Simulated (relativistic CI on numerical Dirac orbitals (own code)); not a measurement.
# Calculated levels, Bi XXIX

Calculated at this level of theory: Dirac-Coulomb-Breit CI, KLI orbitals optimised for each configuration, model QED (radiative potential, 1s self-energy scaled to tabulated hydrogen-like ionisation energies), unscaled Slater integrals (own radial code, finite nucleus).

Configurations in the expansion (outside the closed core [Ar] 3d10): 4s2 4p6 4d10 4f9, 4s2 4p6 4d10 4f8 5s, 4s2 4p6 4d9 4f10, 4s2 4p6 4d10 4f7 5s2, 4s2 4p6 4d10 4f8 5p, 4s2 4p6 4d8 4f11, 4s2 4p6 4d10 4f8 5d, 4s2 4p5 4d10 4f10, 4s 4p6 4d10 4f10, 4p6 4d10 4f11, 4s 4p5 4d10 4f11. Levels of other configurations are missing.

The lowest level is 4s2 4p6 4d10 4f9 6H°_15/2, with 63 % of that term; Hund's rules for 4s2 4p6 4d10 4f9 give 6H° with J = 15/2, in agreement.

| No. | Configuration | Term | J | E (cm⁻¹) | % | Next component (%) | Landé g |
| --- | --- | --- | --- | --- | --- | --- | --- |
| 1 | 4s2 4p6 4d10 4f9 | 6H° | 15/2 | 0.0 | 63 | 28 4I° | 1.268 |
| 2 | 4s2 4p6 4d10 4f9 | 4F° | 9/2 | 24602.1 | 43 | 22 6F° | 1.275 |
| 3 | 4s2 4p6 4d10 4f9 | 6F° | 11/2 | 27491.1 | 35 | 35 4G° | 1.292 |
| 4 | 4s2 4p6 4d10 4f9 | 6H° | 13/2 | 35187.9 | 79 | 16 4I° | 1.243 |
| 5 | 4s2 4p6 4d10 4f9 | 4D° | 3/2 | 46002.8 | 31 | 23 2P° | 1.189 |
| 6 | 4s2 4p6 4d10 4f9 | 6F° | 11/2 | 49692.0 | 40 | 34 6H° | 1.298 |
| 7 | 4s2 4p6 4d10 4f9 | 6H° | 9/2 | 55062.3 | 40 | 25 6F° | 1.168 |
| 8 | 4s2 4p6 4d10 4f9 | 6F° | 7/2 | 55919.1 | 54 | 27 4F° | 1.292 |
| 9 | 4s2 4p6 4d10 4f9 | 2K° | 15/2 | 59286.4 | 26 | 23 6H° | 1.097 |
| 10 | 4s2 4p6 4d10 4f9 | 6H° | 7/2 | 59430.1 | 39 | 29 4G° | 0.973 |
| 11 | 4s2 4p6 4d10 4f9 | 6H° | 5/2 | 61571.2 | 21 | 20 4G° | 0.885 |
| 12 | 4s2 4p6 4d10 4f9 | 6F° | 5/2 | 69188.6 | 44 | 21 4D° | 1.102 |
| 13 | 4s2 4p6 4d10 4f9 | 6F° | 1/2 | 69690.3 | 46 | 43 4D° | -0.137 |
| 14 | 4s2 4p6 4d10 4f9 | 4K° | 17/2 | 77813.9 | 49 | 24 4L° | 1.106 |
| 15 | 4s2 4p6 4d10 4f9 | 4M° | 21/2 | 81603.0 | 74 | 24 2N° | 1.112 |
| 16 | 4s2 4p6 4d10 4f9 | 4L° | 19/2 | 83662.3 | 54 | 26 4M° | 1.105 |
| 17 | 4s2 4p6 4d10 4f9 | 4P° | 5/2 | 86526.9 | 34 | 24 6P° | 1.281 |
| 18 | 4s2 4p6 4d10 4f9 | 4I° | 13/2 | 89203.2 | 29 | 22 4K° | 1.070 |
| 19 | 4s2 4p6 4d10 4f9 | 6H° | 11/2 | 89511.1 | 43 | 30 4G° | 1.205 |
| 20 | 4s2 4p6 4d10 4f9 | 6H° | 9/2 | 90709.7 | 32 | 32 6F° | 1.176 |
| 21 | 4s2 4p6 4d10 4f9 | 6F° | 3/2 | 93618.1 | 36 | 28 4P° | 1.419 |
| 22 | 4s2 4p6 4d10 4f9 | 4D° | 7/2 | 95112.5 | 34 | 23 6P° | 1.313 |
| 23 | 4s2 4p6 4d10 4f9 | 4I° | 11/2 | 95150.6 | 27 | 21 4G° | 1.046 |
| 24 | 4s2 4p6 4d10 4f9 | 4F° | 9/2 | 100421.3 | 34 | 16 2H° | 1.123 |
| 25 | 4s2 4p6 4d10 4f9 | 4K° | 15/2 | 105350.7 | 27 | 22 2K° | 1.035 |
| 26 | 4s2 4p6 4d10 4f9 | 4I° | 9/2 | 107082.2 | 31 | 27 2H° | 0.934 |
| 27 | 4s2 4p6 4d10 4f9 | 4F° | 3/2 | 110492.3 | 38 | 26 2D° | 0.868 |
| 28 | 4s2 4p6 4d10 4f9 | 4G° | 7/2 | 110899.1 | 35 | 17 2F° | 1.019 |
| 29 | 4s2 4p6 4d10 4f9 | 4I° | 15/2 | 113010.3 | 33 | 21 4M° | 1.052 |
| 30 | 4s2 4p6 4d10 4f9 | 4F° | 5/2 | 113496.7 | 34 | 20 4G° | 1.051 |

Energies count from the lowest computed level; ° marks odd parity.

The mean weight of the leading LS term, summed over parents, in these 30 levels is 40 %, and that of the leading jj configuration (from the same eigenvectors) 68 %, so jj coupling describes them better and the LS labels are nominal.

At this charge energies of transitions that change n are usually good to better than 1 %, and those within a shell (Δn = 0) to a few per cent. Terms inside the open d or f shell come out 10 to 20 % too wide with unscaled integrals.

LS names give the leading component of a level, which can be under half, so a name can repeat, a term be missing and a line seem to break the LS rules.
